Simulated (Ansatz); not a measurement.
`O[Si](O)(F)[SiH3]` + silanol → `O[Si](O)([SiH3])O[SiH3]` + H–F  (ligand exchange at the Si–F bond)

Isolated molecules relaxed with PBE0-D4/def2-TZVP in Ansatz; ΔE leaves out vibrations. CCSD(T)/CBS adds triple-zeta CCSD(T) − MP2 to the extrapolated MP2 energy (def2 sets, frozen cores). This one scheme is used for every species. DFT in def2-TZVPP. B3LYP here is the variant with VWN-RPA as its local correlation; programs differ in this. One conformer a species, not always the lowest.

| level | ΔE (kJ/mol) | difference from CCSD(T)/CBS |
| --- | --- | --- |
| PBE-D4 | 26.9 | 5.2 |
| r2SCAN-D4 | 29.4 | 7.7 |
| PBE0-D4 | 23.6 | 1.9 |
| B3LYP-D4 | 23.8 | 2.1 |
| ωB97X-V | 28.2 | 6.5 |
| ωB97M-V | 27.7 | 6.0 |
| B2PLYP | 31.1 | 9.4 |
| PBE | 35.1 | 13.4 |
| r2SCAN | 32.1 | 10.4 |
| PBE0 | 31.2 | 9.5 |
| B3LYP | 36.6 | 14.9 |
| HF/def2-TZVPP | 32.8 | 11.1 |
| MP2/def2-TZVPP | 21.1 | -0.6 |
| SCS-MP2/def2-TZVPP | 24.3 | 2.6 |
| CCSD/def2-TZVPP | 24.0 | 2.3 |
| CCSD(T)/def2-TZVPP | 22.5 | 0.8 |
| HF/def2-QZVPP | 32.7 | 11.0 |
| MP2/def2-QZVPP | 20.6 | -1.1 |
| SCS-MP2/def2-QZVPP | 23.9 | 2.2 |
| HF/CBS(def2) | 32.7 | 11.0 |
| MP2/CBS(def2) | 20.3 | -1.4 |
| CCSD/CBS(def2) | 23.2 | 1.5 |
| CCSD(T)/CBS | 21.7 | 0 |

Largest T1 diagnostic among the species: 0.013.

The D4 term adds −12.8 kJ/mol with B3LYP and −7.6 kJ/mol with PBE0; it sums over pairs of atoms, weighted by their polarisabilities, and B3LYP, whose exchange is more repulsive, gets the larger term. In def2-TZVPP, CCSD(T) changes the Hartree–Fock value by −10.3 kJ/mol (the triples alone add −1.5 kJ/mol) and MP2 by −11.7 kJ/mol.
